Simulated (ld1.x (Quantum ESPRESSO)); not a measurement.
# Transferability test, RRKJ potential for zirconium (Zr)

| Property | Result |
| --- | --- |
| Element | zirconium |
| Generator | ld1.x (Quantum ESPRESSO) 7.5 |
| Type | norm-conserving RRKJ (Kleinman–Bylander form) |
| Functional | PBE |
| Relativity | scalar-relativistic |
| Frozen core | [Kr] |
| Valence charge | 4 |
| Reference configuration | 4d2 5s2 5p0 |
| Partial waves | 5p (bound, empty): rc 3.05 bohr; 4d (bound): rc 2.25 bohr; 4f channel at 0.4 Ry: rc 3.30 bohr; 5s (bound): rc 3.05 bohr |
| Local potential | the s channel |
| Core correction | none |

Energies are relative to the spin-unpolarised reference configuration 4d2 5s2 5p0; without spin polarisation the order of configurations can differ from experiment. The frozen-core shift is the all-electron ΔE with the core orbitals held at their reference shape minus the fully relaxed ΔE.

```tsv
valence configuration	charge	ΔE all-electron (eV)	error AE − PS (meV)	frozen-core shift (meV)
4d2 5s1 5p0	+1	7.137	+5.5	+2.9
4d2 5s0 5p0	+2	20.077	+140	+22
4d1 5s0 5p0	+3	42.704	+324	+369
4d2 5s0 5p2	0	6.214	+25	+6.1
4d2 5s1 5p1	0	3.041	+4.1	+1.5
4d2.5 5s1.5 5p0	0	0.514	-1.4	+12
```

Question: What are ΔE and the potential's error for 4d3 5s1 5p0?

Answer: ΔE = 1.195 eV all-electron; the error (AE − PS) is -9.0 meV.

Levels in the configuration 4d2 5s0 5p0:

```csv
level,all-electron (eV),pseudo (eV)
4d,-17.300,-17.218
```
